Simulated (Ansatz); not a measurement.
The same group exchange along the group B, Al, Ga, In.

Gas-phase electronic energies from Ansatz, PBE0-D4/def2-TZVP geometries. CCSD(T)/CBS adds triple-zeta CCSD(T) − MP2 to the extrapolated MP2 energy (def2 sets, frozen cores). Small cases extrapolate CCSD(T) itself. DFT in def2-TZVPP. Elements past krypton have def2 core potentials. For Ga, In outer-core shells are correlated without core-valence functions, which leaves a few kJ/mol of doubt a bond. Scalar relativity is left out up to krypton.

```
                                                  reaction  B2PLYP (kJ/mol)  PBE-D4 (kJ/mol)  B97M-V (kJ/mol)  ωB97X-V (kJ/mol)  CCSD(T)/CBS(def2) (kJ/mol)
                  `ClB(Cl)Cl` + `C#N` → `N#CB(Cl)Cl` + HCl               40               39               39                44                          44
`[Cl][Al]([Cl])[Cl]` + `C#N` → `N#[C][Al]([Cl])[Cl]` + HCl               94               93               94                96                          96
`[Cl][Ga]([Cl])[Cl]` + `C#N` → `N#[C][Ga]([Cl])[Cl]` + HCl               79               78               82                79                          77
`[Cl][In]([Cl])[Cl]` + `C#N` → `N#[C][In]([Cl])[Cl]` + HCl               83               83               88                81                          81
```

Largest T1 diagnostic: 0.014, for `C#N`.

Extrapolated directly: `ClB(Cl)Cl` + `C#N` → `N#CB(Cl)Cl` + HCl.
